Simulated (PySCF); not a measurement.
CCrO, SMILES [O+]#[C-]->[Cr] (connectivity only; charge and spin as stated), neutral, multiplicity 7.

The structure is a stationary point at PBE-D3(BJ)/def2-TZVP. The spin state was assumed, not searched.

Calculation: PySCF 2.14.0 with PBE-D3(BJ)/def2-TZVP.

Frequencies are harmonic and unscaled.

Computed harmonic wavenumbers and intensities:
| mode | ν (cm⁻¹) | IR (km/mol) | moving atoms (share of kinetic energy) |
|---|---|---|---|
| 1 | 188 | 17.6 | O 49 %, C 35 %, Cr 16 % |
| 2 | 312 | 10.1 | C 66 %, Cr 21 %, O 13 % |
| 3 | 1940 | 946.0 | C 57 %, O 43 % |
